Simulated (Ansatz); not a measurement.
Energy needed to pull apart SiH₃I, closed shell, into free ground-state atoms, from the structure below (displaced at random from a GFN2-xTB minimum); no zero-point or spin–orbit terms; open-shell atoms are treated unrestricted, in their ground-state multiplicity.

```
5
angstrom
Si -0.1667 0.1257 -0.0770
I 1.8775 -0.7974 0.7577
H -1.2408 0.2067 1.0373
H -0.5234 -0.8400 -1.3117
H 0.2471 1.6778 -0.6556
```

Ansatz 0.2.0; basis: def2-TZVPP; cores frozen in the correlated methods. Filled d shells of the heavier atoms are correlated. Core potentials replace the inner electrons of the atoms past krypton. The def2 sets are not built for correlating such inner shells, so the correlated values are less sure here. B3LYP uses VWN-RPA correlation.

| method | atomization energy (eV) |
| --- | --- |
| PBE-D4 | ? |
| r2SCAN-D4 | 12.84 |
| PBE0-D4 | 12.67 |
| B3LYP-D4 | 12.77 |
| BHLYP-D4 | ? |
| wB97M-V | 12.74 |
| HF | 9.55 |
| MP2 | 12.44 |
| CCSD | 12.38 |
| CCSD(T) | 12.53 |

(1) What does BHLYP-D4 give? (An estimate is asked for; the value comes from the calculation.)

(2) What does PBE-D4 give? (Judge from chemistry; the value comes from the calculation.)

The T1 diagnostic stays at or below 0.009.

## Answers

(1) Computed: 12.61 eV, which is about 0.08 eV more than CCSD(T)/def2-TZVPP.

(2) The calculation gives: 12.74 eV, which is about 0.21 eV more than CCSD(T)/def2-TZVPP.

In triple zeta the MP2 and coupled-cluster atomization energies are still short of their basis limit by a few kcal/mol a bond, whereas those of the functionals are nearly converged, so these differences are not deviations from converged CCSD(T).

For scale, one of the runs: CCSD(T)/def2-TZVPP forces, 134 basis functions (an equivalent command: `ansatz run in.yaml --threads 4`). Time: 45 s of wall clock on 4 CPU threads; the host was shared. Peak host memory: 1.3 GiB.
